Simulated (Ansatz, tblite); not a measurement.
Adding an electron: Ag9⁺ (the lowest singlet isomer of a short search). Charge 1, multiplicity 1. Geometry: r2SCAN-D4/def2-SVP. Ansatz, gas phase; energy differences of separate SCF runs; the reduced species was run as a doublet alone.

```xyz
9

Ag   -0.133    1.255   -0.956
Ag    0.448   -0.258    1.496
Ag    2.504    0.778   -0.117
Ag   -1.700   -0.969   -0.203
Ag   -1.823    1.380    1.287
Ag    0.970   -1.349   -1.054
Ag   -0.066   -2.844    1.066
Ag    0.771    2.447    1.327
Ag   -0.970   -0.439   -2.845
```

In the def2 sets Ag takes a core potential; there is no spin–orbit coupling. The xTB rows come from tblite. The structure comes from a short search, and lower isomers may exist.

```
            level  −HOMO (eV)  −LUMO (eV)  vertical EA (eV)  HOMO–LUMO gap (eV)
 PBE-D4/def2-TZVP        8.81        6.97              5.25                1.84
PBE0-D4/def2-TZVP        9.16        6.16              4.97                3.01
```

(1) Estimate the rows for GFN1-xTB, GFN2-xTB.

## Answers

(1) 
```
   level  −HOMO (eV)  −LUMO (eV)  vertical EA (eV)  HOMO–LUMO gap (eV)
GFN1-xTB       13.56       12.54             10.17                1.02
GFN2-xTB       13.07       11.64             10.02                1.43
```

  Raw xTB energy differences between charge states are shifted by several eV; the methods need an empirical correction for them.
